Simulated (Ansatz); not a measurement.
Consider the ligand exchange at the Si–C bond: `[SiH3]C=C([SiH3])[SiH3]` + `[OH][Sn][F]` → `[F][Sn][O][SiH3]` + `[SiH3]/C=C/[SiH3]`.

Calculated with Ansatz (gas phase, PBE0-D4/def2-TZVP geometries, no zero-point term in ΔE). CCSD(T)/CBS adds triple-zeta CCSD(T) − MP2 to the extrapolated MP2 energy (def2 sets, frozen cores). This one scheme is used for every species. DFT in def2-TZVPP. B3LYP here is the variant with VWN-RPA as its local correlation; programs differ in this. Elements past krypton have def2 core potentials. For Sn outer-core shells are correlated without core-valence functions, which leaves a few kJ/mol of doubt a bond. Each species was taken in one conformer, which may not be the lowest.

**Question.** Is it downhill or uphill in electronic energy at CCSD(T)/CBS, and by how much? (Estimate.)

**Answer.** Ansatz gave: Downhill: ΔE = -118.8 kJ/mol.

**Question.** What do these levels give: PBE-D4, PBE0-D4, B3LYP-D4, ωB97X-V, ωB97M-V, r2SCAN, PBE0, B3LYP, CCSD/def2-TZVPP, CCSD(T)/def2-TZVPP, HF/def2-QZVPP, HF/CBS(def2)? (Estimate.)

**Answer.** Computed: PBE-D4 -100.2, PBE0-D4 -108.5, B3LYP-D4 -119.6, ωB97X-V -120.4, ωB97M-V -119.0, r2SCAN -117.0, PBE0 -113.6, B3LYP -128.6, CCSD/def2-TZVPP -126.2, CCSD(T)/def2-TZVPP -120.4, HF/def2-QZVPP -155.3, HF/CBS(def2) -155.4 kJ/mol.

Largest T1 diagnostic among the species: 0.018.

In def2-TZVPP, CCSD(T) changes the Hartree–Fock value by +34.1 kJ/mol (the triples alone add +5.8 kJ/mol) and MP2 by +33.5 kJ/mol. From PBE to PBE0 (25 % exact exchange), in def2-TZVPP and without D4, ΔE moves by −7.8 kJ/mol.
